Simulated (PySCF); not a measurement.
C4H4OSe, SMILES C=C1[Se]CC1=O. Geometry: B3LYP-D3(BJ)/def2-SVP. This is a generated structure with no PubChem entry under its InChIKey; it may be hypothetical.

Computed with B3LYP-D3(BJ)/def2-SVP in PySCF 2.14.0.

Harmonic wavenumbers (cm⁻¹): 91, 250, 300, 403, 419, 561, 603, 678, 685, 778, 847, 912, 1052, 1055, 1151, 1174, 1388, 1409, 1684, 1872, 3083, 3142, 3156, 3247. Rotational constants (GHz): 4.162, 2.005, 1.365; symmetry number 1.

**Question.** Work out the zero-point energy and the ideal-gas rigid-rotor harmonic-oscillator thermochemistry at 298.15 K and 1 atm.

**Answer.** ZPE = ½ Σ hcν = ½ × 29941 cm⁻¹ = 42.80 kcal/mol. H − E(el) = 47.15 kcal/mol. Entropy in cal/(mol K): translation 40.87, rotation 27.74, vibration 11.08, total 79.69. G − E(el) = 23.40 kcal/mol. Cp = 23.23 cal/(mol K). Modes under 150 cm⁻¹ make the vibrational entropy uncertain.
